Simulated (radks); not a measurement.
Isoelectronic series with 40 electrons, each ion in its NIST ground configuration. All-electron calculation, Dirac Kohn-Sham, PBEsol, spin-unpolarised, spherical densities, finite nucleus; open shells are shared between the two j in proportion to 2j + 1; Fermi nuclear charge, rms radius of each element as measured or else 0.836 A^(1/3) + 0.57 fm. Program: a radial shooting solver on a logarithmic mesh with Libxc functionals. Total energies (hartree) and mean radii <r> (bohr) (* marks an orbital that is empty in some or all of the ions):

ion	configuration	E (hartree)	4d5/2	4d3/2	5s1/2*	4p3/2
Zr	[Kr] 4d2 5s2	-3596.86566	2.310	2.281	3.710	1.379
Tc3+	[Kr] 4d4	-4282.05560	1.521	1.509	2.605	1.167
Pd6+	[Kr] 4d4	-5034.75923	1.166	1.157	2.011	0.9957
In9+	[Kr] 4d4	-5855.46276	0.9665	0.9592	1.666	0.8703
Te12+	[Kr] 4d4	-6745.12295	0.8327	0.8260	1.433	0.7742
Cs15+	[Kr] 4d4	-7704.9124	0.7345	0.7281	1.261	0.6980
Ce18+	[Kr] 4d4	-8736.1659	0.6586	0.6524	1.128	0.6358
Pm21+	[Kr] 4d4	-9840.3960	0.5978	0.5917	1.021	0.5841
Gd24+	[Kr] 4d4	-11019.2690	0.5478	0.5417	0.9325	0.5402
Ho27+	[Kr] 4d4	-12274.7501	0.5058	0.4997	0.8583	0.5024
Yb30+	[Kr] 4d4	-13608.8930	0.4700	0.4638	0.7948	0.4696

4d5/2 drops below 5s1/2 between Zr and Tc3+. 4d3/2 drops below 5s1/2 between Zr and Tc3+.
